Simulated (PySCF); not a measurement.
pyrimidine (C₄H₄N₂), SMILES c1cncnc1. Atoms are numbered in the order given.

```xyz
10

C      0.0000     0.0000    -1.3534
C      0.0000    -1.1827    -0.6181
N      0.0000    -1.1894     0.7122
C      0.0000     0.0000     1.3074
N      0.0000     1.1894     0.7122
C      0.0000     1.1827    -0.6181
H      0.0000     0.0000    -2.4449
H      0.0000    -2.1585    -1.1184
H      0.0000     0.0000     2.4042
H      0.0000     2.1585    -1.1184
```
Charge 0, spin multiplicity 1.

The structure is a stationary point at PBE0-D3(BJ)/def2-SVP.

Level of theory: B3LYP/pcSseg-1 run with PySCF.

GIAO shieldings, no solvent; atoms alike by connectivity are averaged. δ = σ(ref) − σ: ¹³C against TMS (σ = 181.3 ppm); ¹⁵N against NH3 (σ = 265.5 ppm); ¹H against TMS (σ = 31.68 ppm), references at their B3LYP-D3(BJ)/def2-TZVP geometries, non-relativistic.

```csv
atoms,nucleus,count,δ (ppm)
C4,¹³C,1,168.6
"C2, C6",¹³C,2,?
C1,¹³C,1,?
"N3, N5",¹⁵N,2,346.5
H9,¹H,1,9.61
"H8, H10",¹H,2,8.99
H7,¹H,1,?
```

Some entries are withheld; supply them. (The exact figures need the calculation; the answer reports its results.)


- C2, C6, δ (ppm): 165.1
- H7, δ (ppm): 7.28
- C1, δ (ppm): 129.3
